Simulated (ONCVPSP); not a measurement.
## Cutoff test, silicon, ONCV

- Element: silicon
- Generator: ONCVPSP 4.0.1
- Type: optimised norm-conserving Vanderbilt (ONCV)
- Functional: PBEsol
- Relativity: scalar-relativistic
- Frozen core: [Ne]
- Valence charge: 4
- Reference configuration: 3s2 (charge +2)
- Partial waves: 3s: rc 1.70 bohr, ncon 4, nbas 8, qcut 3.2 1/bohr, local; p scattering state at 0.03 Ha: rc 1.75 bohr, ncon 4, nbas 8, qcut 5.1 1/bohr, 2 projectors, debl 0.4 Ha
- Local potential: the s channel
- Core correction: Teter function fitted to the true core (icmod 2), fcfact 0.5

In the p channel the program set the typed energies aside and used 0.050, 0.450 Ha.

**Question.** For each optimised wave give the share of its norm inside rc, the residual kinetic energy above qcut (Ha) and the cutoffs (Ha) for errors of 10, 1, 0.1 and 0.01 mHa per electron.

**Answer.**

```
         wave  norm inside rc  residual KE  10 mHa  1 mHa  0.1 mHa  0.01 mHa
           3s           0.393      9.6e-03     5.0   26.8     56.3      65.0
p projector 1           0.143      3.0e-05     3.0    7.1     11.3      20.9
p projector 2           0.090      3.9e-05     3.2    6.6     11.3      50.4
```

The occupied waves need 27 Ha and 56 Ha for 1 and 0.1 mHa.
